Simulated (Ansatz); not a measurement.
C3H8SSi can be A, `C=CSC[SiH3]`, or B, `C=CCS[SiH3]`.

Calculated with Ansatz (gas phase, PBE0-D4/def2-TZVP geometries, no zero-point term in ΔE). CCSD(T)/CBS is the MP2 limit (def2-TZVPP, def2-QZVPP) plus CCSD(T) − MP2 in def2-TZVPP, frozen cores. Functionals use def2-TZVPP. B3LYP here is the variant with VWN-RPA as its local correlation; programs differ in this. One conformer a species, not always the lowest.

(1) Which is lower in electronic energy at CCSD(T)/CBS, and by how much? (An estimate is asked.)

(2) Give E(B) − E(A) in kJ/mol with CCSD/def2-TZVPP, B3LYP, B2PLYP, B3LYP-D4, r2SCAN-D4, PBE-D4, CCSD(T)/def2-TZVPP. (Estimate.)

Largest T1 diagnostic: 0.012.

Results:

(1) The calculation gave: B, by 68.1 kJ/mol.

(2) Ansatz gave: CCSD/def2-TZVPP -68.6, B3LYP -62.5, B2PLYP -64.7, B3LYP-D4 -64.5, r2SCAN-D4 -63.6, PBE-D4 -61.4, CCSD(T)/def2-TZVPP -67.3. None reverses the order clearly.

In def2-TZVPP, CCSD(T) changes the Hartree–Fock value by +6.9 kJ/mol (the triples alone add +1.3 kJ/mol) and MP2 by +6.0 kJ/mol. From PBE to PBE0 (25 % exact exchange), in def2-TZVPP and without D4, E(B) − E(A) moves by −4.8 kJ/mol.
